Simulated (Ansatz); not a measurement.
Species: C$_{3}$H$_{7}$N, SMILES `C=CNC` (C–C–N–C torsion 151°) (charge 0, multiplicity 1).

Question: Give a relaxed geometry from B3LYP-D3(BJ)/def2-TZVP (Ansatz, a first-principles code).

Answer: One answer among several that fit: the end point of this relaxation, one of several conformers (outside a Z-matrix the atoms follow the SMILES, hydrogens last).
Cartesian coordinates (Å) in one orientation:
```xyz
11

C     -1.908    -0.054    -0.595
C     -0.807    -0.161     0.154
N      0.361     0.563     0.019
C      1.620    -0.038     0.419
H     -2.795    -0.616    -0.345
H     -1.960     0.610    -1.449
H     -0.791    -0.843     0.999
H      0.414     1.107    -0.830
H      1.943    -0.859    -0.236
H      1.523    -0.433     1.432
H      2.400     0.723     0.432
```
